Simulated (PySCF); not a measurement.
Molecule: C6H11, charge 0, multiplicity 2. It need not be the lowest isomer of its formula. 
Geometry from a B3LYP-D3(BJ)/def2-TZVP (Ansatz) optimisation:
SMILES: C(CC)C(=C)[CH2]
```xyz
17

C      2.6470    -0.0155    -0.5307
C      1.1603     0.3083    -0.6342
C      0.3246    -0.3979     0.4398
C     -1.1504    -0.0742     0.3338
C     -1.6521     1.0199     1.0164
C     -1.9567    -0.8568    -0.4738
H      3.0493     0.2872     0.4392
H      3.2209     0.4982    -1.3041
H      2.8249    -1.0881    -0.6409
H      0.7837     0.0231    -1.6206
H      1.0064     1.3879    -0.5499
H      0.4698    -1.4781     0.3536
H      0.6932    -0.1092     1.4277
H     -2.6936     1.3015     0.9337
H     -1.0205     1.6240     1.6536
H     -1.5626    -1.7164    -0.9989
H     -3.0073    -0.6318    -0.6017
```
Charge 0, spin multiplicity 2.

Dispersion corrections to the total energy (kcal/mol) from the dftd3 and dftd4 libraries through PySCF: D3(BJ) without and D4 with the three-body term, each with the damping fitted for the functional named.

| functional | D3(BJ) | D4 |
|---|---|---|
| revPBE | -21.66 | -26.55 |
| LC-wPBE | -7.68 | (withheld) |
| BP86 | -12.68 | -10.24 |
| TPSSh | (withheld) | -9.66 |
| B2GP-PLYP | -4.48 | -3.32 |
| CAM-B3LYP | (withheld) | -6.60 |
| PBE0 | -7.24 | -6.61 |

**Question.** Some entries are withheld; supply them.

**Answer.** 
- LC-wPBE, D4: -8.61
- TPSSh, D3(BJ): -9.64
- CAM-B3LYP, D3(BJ): -6.32
